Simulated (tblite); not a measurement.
Compound: C₃H₅NO₃Si.
SMILES with atom numbers: `[N:1]#[C:2][C@@H:3]([O:4][SiH3:5])[C:6](=[O:7])[OH:8]` (hydrogens: H9 on C3; H10, H11, H12 on Si5; H13 on O8)

Geometry (GFN2-xTB, Å), atoms numbered from 1 in this order:
```
atom  x, y, z in Å
N1     0.817    2.454   -1.500
C2     0.601    1.742   -0.634
C3     0.288    0.811    0.446
O4    -1.057    0.534    0.497
Si5   -1.910   -0.726   -0.122
C6     1.146   -0.428    0.185
O7     0.698   -1.462   -0.220
O8     2.427   -0.209    0.445
H9     0.611    1.269    1.396
H10   -1.652   -0.926   -1.543
H11   -1.729   -1.946    0.657
H12   -3.213   -0.123    0.133
H13    2.968   -0.991    0.242
```

Computed values, GFN2-xTB/tblite, gas phase, harmonic and unscaled. Against measured fundamentals such values can be off by several per cent, at times by over 20. Modes of hydrogen on silicon can be 10 to 20 % off. One conformer, not necessarily the lowest.

Harmonic wavenumbers (cm⁻¹): 45.1, 64.7, 118.3, 147.8, 213.2, 272.8, 294.3, 415.0, 431.2, 535.0, 593.2, 607.3, 635.7, 687.2, 705.4, 757.8, 782.2, 799.0, 838.2, 877.9, 976.3, 1132.2, 1151.3, 1178.0, 1222.1, 1262.2, 1806.7, 2281.2, 2295.4, 2312.6, 2404.4, 2853.9, 3410.3.

A = 2290, B = 1520, C = 1049 MHz; mass 131.004 u (most abundant isotopes); point group C1, symmetry number 1.

**Question.** Zero-point energy?

**Answer.** Half the sum of the wavenumbers: 17054 cm⁻¹ = 48.76 kcal/mol.

**Question.** Give the ideal-gas entropy at 273.15 K and 1 bar in the rigid-rotor, harmonic-oscillator model (classical rotation).

**Answer.** Translation 40.11, rotation 28.61, vibration 23.56: S = 92.3 cal/(mol K).

**Question.** And Cp and H(273.15 K) − H(0)?

**Answer.** Cp = 32.36 cal/(mol K), of which vibrations give 24.41 (their classical limit is 33 R = 65.6); H(273.15 K) − H(0) = 5.55 kcal/mol without the zero-point energy, 3.38 from vibrations.

**Question.** What must be added to the electronic energy to get the Gibbs energy at 273.15 K and 1 bar?

**Answer.** ZPE + [H(273.15 K) − H(0)] − T·S = 48.76 + 5.55 − 25.21 = 29.10 kcal/mol.

**Question.** How do the functions run with temperature in this model?

**Answer.** 
```
T (K)  S (cal/(mol K))  Cp (cal/(mol K))  H − H(0) (kcal/mol)  G − H(0) (kcal/mol)  ln q(vib)
  100             68.6              17.3                 1.25                -5.61       1.66
  200             83.2              26.0                 3.41               -13.23       3.96
  300             95.4              34.5                 6.45               -22.18       6.24
  500            116.1              46.5                14.66               -43.41      10.69
  800            140.4              56.6                30.28               -82.06      16.74
 1000            153.5              60.6                42.03              -111.48      20.33
```

q(vib) and H(0) count from the zero-point level.

**Question.** Which modes carry the vibrational entropy at 273.15 K?

**Answer.** 45.1 cm⁻¹: 4.85; 64.7 cm⁻¹: 4.14; 118.3 cm⁻¹: 2.96; 147.8 cm⁻¹: 2.53; 213.2 cm⁻¹: 1.86; 272.8 cm⁻¹: 1.43 cal/(mol K); the other 27 give 5.80 together.

Hindered rotation and anharmonicity are outside this model. Other conformers, if any are populated, would add a mixing term that is left out. The structure is chiral; the term R ln 2 for an equal mix with its mirror image is left out.

Hardware: one thread, Arm Neoverse N1, on a shared host. This covers the Hessian and the dipole derivatives.
